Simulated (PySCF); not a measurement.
Highest orbital energy against ionisation energy along group 14

Calculated with PySCF 2.14, no spin-orbit coupling. Each cell gives −ε(HOMO) / ΔSCF in eV; NIST values include spin-orbit coupling, (s) semi-empirical, (t) theoretical.

| species | UHF | LDA | PBE | PBE0 | r2SCAN | NIST (lowest levels) |
| --- | --- | --- | --- | --- | --- | --- |
| C²⁺ (aug-cc-pVQZ with one added diffuse shell each of s, p, d, f, g type, non-relativistic) | 46.098 / 45.779 | 40.154 / 46.944 | 40.355 / 47.100 | 42.035 / 47.037 | 40.663 / 46.614 | 47.888 |
| Si²⁺ (aug-cc-pV(Q+d)Z with one added diffuse shell each of s, p, d, f, g type, non-relativistic) | 32.164 / 31.957 | 28.612 / 33.534 | 28.482 / 33.392 | 29.636 / 33.251 | 28.665 / 32.870 | 33.493 |
| Ge²⁺ (aug-cc-pVQZ-PP with one added diffuse shell each of s, p, d, f, g type with ECP10MDF, ECP) | 32.444 / 32.191 | 29.571 / 34.758 | 29.136 / 34.294 | 30.190 / 33.952 | 29.516 / 34.026 | 34.058 |
| Sn²⁺ (aug-cc-pVQZ-PP with one added diffuse shell each of s, p, d, f, g type with ECP28MDF, ECP) | 28.789 / 28.535 | 26.617 / 31.279 | 26.167 / 30.791 | 27.058 / 30.421 | 26.378 / 30.459 | 30.506 |
| Pb²⁺ (aug-cc-pVQZ-PP with one added diffuse shell each of s, p, d, f, g type with ECP60MDF, ECP) | 30.101 / 29.766 | 27.830 / 32.606 | 27.385 / 32.100 | 28.329 / 31.752 | 27.576 / 31.844 | 31.937 |

Q: How far is −ε(HOMO) from ΔSCF on average for each method, and why?

A: UHF 0.27 eV; LDA -5.27 eV; PBE -5.23 eV; PBE0 -3.83 eV; r2SCAN -4.60 eV. Hartree-Fock orbital energies lack relaxation and so exceed the ΔSCF value; semilocal functionals have convex E(N) from self-interaction, so their HOMO lies far too high; exact exchange moves hybrids part of the way back.
